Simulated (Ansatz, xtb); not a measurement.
Gas-phase reaction in SMILES: Cl[Si](Cl)(Cl)[Si](Cl)(Cl)Cl + 6 [SiH4] (SiH4) -> 6 [SiH3]Cl + [SiH3][SiH3]
Each molecule is optimised on its own at B3LYP-D3(BJ)/def2-TZVP (Ansatz, a first-principles code), one conformer each, not searched for the lowest.

Wanted: bond separation energy (electronic energy difference), in kcal/mol. Correlated levels leave the core frozen unless marked. No spin-orbit coupling. Non-relativistic. CBS marks a two-point X^-3 extrapolation of the correlation energy; Hartree-Fock from the larger set. [CCSD(T)-MP2]/basis is that difference in the basis named.

```csv
level,program,bond separation energy (kcal/mol)
GFN2-xTB,xtb,?
PBE-D4/def2-TZVPD,Ansatz + dftd4,9.4
revPBE-D3(BJ)/def2-TZVPD,Ansatz + dftd3,9.2
r2SCAN-D3(BJ)/def2-TZVPD,Ansatz + dftd3,6.8
B97M-V/def2-TZVPD,Ansatz,8.3
PBE0/def2-SVP,Ansatz,7.0
PBE0-D4/def2-TZVPD,Ansatz + dftd4,6.7
PBE0/def2-TZVPD,Ansatz,1.5
r2SCAN0-D4/def2-TZVPD,Ansatz + dftd4,5.0
HSE06-D4/def2-TZVPD,Ansatz + dftd4,6.6
HSE06/def2-TZVPD,Ansatz,1.5
wB97X-V/def2-TZVPD,Ansatz,?
wB97X/def2-TZVPD,Ansatz,1.5
B2PLYP-D3(BJ)/def2-TZVPD,Ansatz + dftd3,6.9
RPA@PBE/cc-pV(T+d)Z,Ansatz,4.2
RPA@PBE/cc-pV(Q+d)Z,Ansatz,?
CCSD/6-31G*,Ansatz,4.4
CCSD/aug-cc-pV(D+d)Z,Ansatz,3.0
"RI-MP2/CBS(cc-pV(T+d)Z,cc-pV(Q+d)Z)+[CCSD(T)-MP2]/cc-pV(T+d)Z",Ansatz,?
```

Some entries are withheld; supply them.


- GFN2-xTB, bond separation energy (kcal/mol): -24.5
- wB97X-V/def2-TZVPD, bond separation energy (kcal/mol): 4.0
- RPA@PBE/cc-pV(Q+d)Z, bond separation energy (kcal/mol): 2.8
- RI-MP2/CBS(cc-pV(T+d)Z,cc-pV(Q+d)Z)+[CCSD(T)-MP2]/cc-pV(T+d)Z, bond separation energy (kcal/mol): 4.8
